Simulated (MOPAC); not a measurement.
Input for MOPAC: PM6 on TeO, 2S+1 = 3, a spin state set in the input, which need not be the lowest, a point of a bond scan (R = 1.865 Å).

```
PM6 1SCF PRECISE CHARGE=0 UHF MS=1 THREADS=1
OTe

O      0.00000000 1     0.00000000 1     0.00000000 1
Te     0.00000000 1     0.00000000 1     1.86506300 1
```

The log:

```
*******************************************************************************
 **                                                                           **
 **                              MOPAC v23.2.5                                **
 **                                                                           **
 *******************************************************************************
 ** MOPAC's Digital Object Identifier: https://doi.org/10.5281/zenodo.6511958 **
 **                                                                           **
 ** Please cite the open-source release paper for use of this MOPAC version:  **
 ** J. E. Moussa and J. J. P. Stewart (2026)                                  **
 ** MOPAC: An open-source semiempirical molecular orbital program             **
 ** J. Open Source Softw., 11(119), 8025, https://doi.org/10.21105/joss.08025 **
 *******************************************************************************

                              PM6 CALCULATION RESULTS

 *******************************************************************************
 *  PM6        - The PM6 Hamiltonian to be used
 *  UHF        - UNRESTRICTED HARTREE-FOCK CALCULATION
 *
 *
 *
 *                 CHARGE ON SYSTEM = 0
 *
 *
 *
 *  MS=        - IN MECI, MAGNETIC COMPONENT OF SPIN =  1.0
 *  PRECISE    - TIGHTER CRITERIA TO BE USED
 *  1SCF       - DO 1 SCF AND THEN STOP
 *  THREADS=1  - MULTI-THREADING NOT USED
 *  T=         - A TIME OF 172800.0 SECONDS REQUESTED
 *  DUMP=N     - RESTART FILE WRITTEN EVERY 7200.0 SECONDS REQUESTED
 *******************************************************************************
PM6 1SCF PRECISE CHARGE=0 UHF MS=1 THREADS=1
 OTe

   ATOM   CHEMICAL          X               Y               Z
  NUMBER   SYMBOL      (ANGSTROMS)     (ANGSTROMS)     (ANGSTROMS)

     1       O          0.00000000  *   0.00000000  *   0.00000000  *
     2      Te          0.00000000  *   0.00000000  *   1.86506300  *



          CARTESIAN COORDINATES

    NO.       ATOM           X           Y           Z

     1         O          0.0000      0.0000      0.0000
     2        Te          0.0000      0.0000      1.8651

 General Reference for PM6:
 "Optimization of Parameters for Semiempirical Methods V: Modification of NDDO Approximations
 and Application to 70 Elements", J. J. P. Stewart, J. Mol. Mod., 13, 1173-1213 (2007)
 URL: https://link.springer.com/article/10.1007/s00894-007-0233-4

           Empirical Formula: O Te  =     2 atoms



      MOLECULAR POINT GROUP   :   C*v


          UHF CALCULATION, NO. OF ALPHA ELECTRONS =    7
                           NO. OF BETA  ELECTRONS =    5

 -------------------------------------------------------------------------------
 PM6 1SCF PRECISE CHARGE=0 UHF MS=1 THREADS=1
 OTe



     1SCF WAS SPECIFIED, SO BFGS WAS NOT USED
     SCF FIELD WAS ACHIEVED


                              PM6 CALCULATION
                                                       MOPAC v23.2.5 Linux




          FINAL HEAT OF FORMATION =         21.02799 KCAL/MOL =      87.98112 KJ/MOL


          COSMO AREA              =         81.83 SQUARE ANGSTROMS
          COSMO VOLUME            =         67.45 CUBIC ANGSTROMS

          IONIZATION POTENTIAL    =          9.476499 EV
          ALPHA SOMO LUMO (EV)    =         -9.476 -1.760
          BETA  SOMO LUMO (EV)    =        -10.665 -1.711
          NO. OF ALPHA ELECTRONS  =          7
          NO. OF BETA  ELECTRONS  =          5
          MOLECULAR WEIGHT        =        143.5994         POINT GROUP:  C*v

          MOLECULAR DIMENSIONS (Angstroms)

            Atom       Atom       Distance
           Te     2    O     1     1.86506
           Te     2    O     1     0.00000
            O     1   Te     2     0.00000


          SCF CALCULATIONS        =          1





   ATOM   CHEMICAL          X               Y               Z
  NUMBER   SYMBOL      (ANGSTROMS)     (ANGSTROMS)     (ANGSTROMS)

     1       O          0.00000000  *   0.00000000  *   0.00000000  *
     2      Te          0.00000000  *   0.00000000  *   1.86506300  *

                             CARTESIAN COORDINATES

   1    O        0.000000000     0.000000000     0.000000000
   2   Te        0.000000000     0.000000000     1.865063000


           Empirical Formula: O Te  =     2 atoms



      MOLECULAR POINT GROUP   :   C*v


          ALPHA EIGENVALUES
 -73.39187 -28.98951 -14.60621 -14.60621 -13.15857  -9.47650  -9.47650  -1.75982


           BETA EIGENVALUES
 -68.85259 -24.23975 -11.15644 -10.66502 -10.66502  -1.71137  -1.71137  -0.07050


              NET ATOMIC CHARGES AND DIPOLE CONTRIBUTIONS

  ATOM NO.   TYPE          CHARGE      No. of ELECS.   s-Pop       p-Pop
    1          O          -0.485869        6.4859     1.87446     4.61141
    2         Te           0.485869        5.5141     1.98651     3.52762
 DIPOLE           X         Y         Z       TOTAL
 POINT-CHG.     0.000     0.000     4.353     4.353
 HYBRID        -0.000    -0.000    -0.386     0.386
 SUM           -0.000    -0.000     3.967     3.967


          ATOMIC ORBITAL ELECTRON POPULATIONS

     Atom    s        px        py        pz
    1  O   1.87446   1.55997   1.55997   1.49146
    2 Te   1.98651   1.44003   1.44003   0.64756


                    (SZ)    =    1.000000
                    (S**2)  =    2.043535


          ATOMIC ORBITAL SPIN POPULATIONS

    Atom   Total    s     px     py     pz
         Atomic
    1  O  1.0665  0.022  0.440  0.440  0.164
    2 Te  0.9335  0.005  0.560  0.560 -0.192

 **********************
 *                    *
 * JOB ENDED NORMALLY *
 *                    *
 **********************




 == MOPAC DONE ==
```

The run finished.

Cost: very roughly 0.020 core-seconds.
